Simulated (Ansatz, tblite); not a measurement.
Forces on Au4 at its PBE-D4/def2-SVP geometry. Charge 0, multiplicity 1.

In the def2 sets Au takes a core potential; there is no spin–orbit coupling. The xTB rows come from tblite. The structure comes from a short search, and lower isomers may exist.

GFN1-xTB (tblite), largest force 0.30 eV/Å:

```xyz
4
positions Å, forces eV/Å
Au   -0.591   -0.561   -1.051    0.134    0.127    0.238
Au    0.730   -2.142    0.732   -0.043    0.126   -0.043
Au    0.591    0.561    1.052   -0.133   -0.128   -0.238
Au   -0.729    2.142   -0.733    0.042   -0.125    0.042
```

GFN2-xTB (tblite), largest force 0.34 eV/Å:

```
Au 0.152 0.143 0.269
Au 0.005 -0.016 0.006
Au -0.151 -0.144 -0.269
Au -0.006 0.017 -0.006
```

PBE-D4/def2-TZVP (Ansatz), largest force 0.29 eV/Å:

```
Au 0.128 0.121 0.227
Au -0.074 0.217 -0.074
Au -0.127 -0.122 -0.227
Au 0.073 -0.216 0.074
```
